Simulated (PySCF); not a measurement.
H$_{4}$Sn, charge +1, doublet, geometry from GFN2-xTB (such geometries of metal compounds can be far from the true shape) (a state made from the parent by changing its charge; the spin is typed, not shown lowest) (core potentials on Sn), with bond 2-1 at 1.3 times its length; PBE0/def2-SV(P) (PySCF).

Here is a job for PySCF.
```python
from pyscf import gto, scf, dft

mol = gto.Mole()
mol.atom = '''
    Sn   -0.000000    0.000000    0.000000
    H    -1.086230    1.652160   -1.085108
    H    -0.209306   -1.210320   -1.225304
    H    -0.186072   -1.062305    1.359021
    H     1.230939    1.001732    0.700982
'''
mol.basis = 'def2-sv(p)'
mol.ecp = {'Sn': 'def2-sv(p)'}
mol.charge = 1
mol.spin = 1
mol.verbose = 4
mol.build()

mf = dft.UKS(mol)
mf.xc = 'pbe0'
mf.init_guess = 'huckel'
mf.kernel()
```

It wrote (shortened):

```
PySCF version 2.14.0

[INPUT] verbose = 4
[INPUT] num. atoms = 5
[INPUT] num. electrons = 25
[INPUT] charge = 1
[INPUT] spin (= nelec alpha-beta = 2S) = 1
[INPUT] symmetry False subgroup None
[INPUT] Mole.unit = angstrom
[INPUT] Symbol           X                Y                Z      unit          X                Y                Z       unit  Magmom
[INPUT]  1 Sn     0.000000000000   0.000000000000   0.000000000000 AA    0.000000000000   0.000000000000   0.000000000000 Bohr   0.0
[INPUT]  2 H     -1.086230000000   1.652160000000  -1.085108000000 AA   -2.052677208286   3.122129913961  -2.050556935575 Bohr   0.0
[INPUT]  3 H     -0.209306000000  -1.210320000000  -1.225304000000 AA   -0.395531016228  -2.287173323084  -2.315488979334 Bohr   0.0
[INPUT]  4 H     -0.186072000000  -1.062305000000   1.359021000000 AA   -0.351625119450  -2.007465510756   2.568177487533 Bohr   0.0
[INPUT]  5 H      1.230939000000   1.001732000000   0.700982000000 AA    2.326137586046   1.892999130213   1.324663998250 Bohr   0.0

nuclear repulsion = 26.3569435757881
number of shells = 18
number of NR pGTOs = 77
number of NR cGTOs = 34
basis = def2-sv(p)
ecp = {'Sn': 'def2-sv(p)'}

******** <class 'pyscf.dft.uks.UKS'> ********
method = UKS
initial guess = huckel
damping factor = 0
level_shift factor = 0
DIIS = <class 'pyscf.scf.diis.CDIIS'>
diis_start_cycle = 1
diis_space = 8
diis_damp = 0
SCF conv_tol = 1e-09
SCF conv_tol_grad = None
SCF max_cycles = 50
direct_scf = True
direct_scf_tol = 1e-13
number electrons alpha = 13  beta = 12
XC library pyscf.dft.libxc version 7.1.2
    S. Lehtola, C. Steigemann, M. J. T. Oliveira, and M. A. L. Marques,  SoftwareX 7, 1–5 (2018)
XC functionals = pbe0
    C. Adamo and V. Barone,  J. Chem. Phys. 110, 6158 (1999)
    M. Ernzerhof and G. E. Scuseria,  J. Chem. Phys. 110, 5029 (1999)
radial grids:
    Treutler-Ahlrichs [JCP 102, 346 (1995); DOI:10.1063/1.469408] (M4) radial grids

becke partition: Becke, JCP 88, 2547 (1988); DOI:10.1063/1.454033
pruning grids: <function nwchem_prune>
grids dens level: 3
symmetrized grids: False
atomic radii adjust function: <function treutler_atomic_radii_adjust>
small_rho_cutoff = 0
Set gradient conv threshold to 3.16228e-05
Initial guess from on-the-fly Huckel, doi:10.1021/acs.jctc.8b01089.
Spherically averaged atomic HF for {'H', 'Sn'}

******** <class 'pyscf.scf.atom_hf.AtomSphAverageRHF'> ********
method = AtomSphAverageRHF
initial guess = minao
damping factor = 0
level_shift factor = 0
DIIS = <class 'pyscf.scf.diis.CDIIS'>
diis_start_cycle = 1
diis_space = 8
diis_damp = 0
SCF conv_tol = 1e-09
SCF conv_tol_grad = None
SCF max_cycles = 50
direct_scf = True
direct_scf_tol = 1e-13
atom = Sn
Set gradient conv threshold to 3.16228e-05
Initial guess from minao.
init E= -190.097713769646
cycle= 1 E= -212.739080030751  delta_E= -22.6  |g|=    0  |ddm|= 5.67
cycle= 2 E= -213.109727337968  delta_E= -0.371  |g|=    0  |ddm|= 2.81
cycle= 3 E= -213.141095929743  delta_E= -0.0314  |g|=    0  |ddm|= 0.443
cycle= 4 E= -213.141185941267  delta_E= -9e-05  |g|=    0  |ddm|= 0.0617
cycle= 5 E= -213.141193003466  delta_E= -7.06e-06  |g|=    0  |ddm|= 0.02
cycle= 6 E= -213.141193023993  delta_E= -2.05e-08  |g|=    0  |ddm|= 0.00118
cycle= 7 E= -213.141193024019  delta_E= -2.66e-11  |g|=    0  |ddm|= 2.38e-05
Extra cycle  E= -213.14119302402  delta_E= -2.84e-13  |g|=    0  |ddm|= 2.16e-06
Atomic HF for atom  Sn  converged. SCF energy = -213.14119302402

******** 1 electron system ********
Atomic HF for atom  H  converged. SCF energy = -0.499278405714347

tot grids = 61192
init E= -215.741596473249
cycle= 1 E= -215.898263251654  delta_E= -0.157  |g|= 0.483  |ddm|= 2.18
cycle= 2 E= -215.761591889828  delta_E= 0.137  |g|= 0.646  |ddm|=  1.8
cycle= 3 E= -216.214563502185  delta_E= -0.453  |g|= 0.0929  |ddm|= 0.978
cycle= 4 E= -216.219541757173  delta_E= -0.00498  |g|= 0.0683  |ddm|= 0.26
cycle= 5 E= -216.228178822299  delta_E= -0.00864  |g|= 0.0185  |ddm|= 0.131
cycle= 6 E= -216.230012144633  delta_E= -0.00183  |g|= 0.016  |ddm|= 0.0888
cycle= 7 E= -216.230858398481  delta_E= -0.000846  |g|= 0.00812  |ddm|= 0.0649
cycle= 8 E= -216.231042902711  delta_E= -0.000185  |g|= 0.00107  |ddm|= 0.0381
cycle= 9 E= -216.231046821147  delta_E= -3.92e-06  |g|= 0.000614  |ddm|= 0.00485
cycle= 10 E= -216.231048420368  delta_E= -1.6e-06  |g|= 0.000123  |ddm|= 0.00389
cycle= 11 E= -216.231048458835  delta_E= -3.85e-08  |g|= 5.27e-05  |ddm|= 0.000778
cycle= 12 E= -216.231048465458  delta_E= -6.62e-09  |g|= 1.87e-05  |ddm|= 0.00031
cycle= 13 E= -216.231048466221  delta_E= -7.63e-10  |g|= 2.98e-06  |ddm|= 6.96e-05
Extra cycle  E= -216.231048466234  delta_E= -1.3e-11  |g|= 1.78e-06  |ddm|= 9.84e-06
converged SCF energy = -216.231048466234  <S^2> = 0.78215895  2S+1 = 2.0319045
```
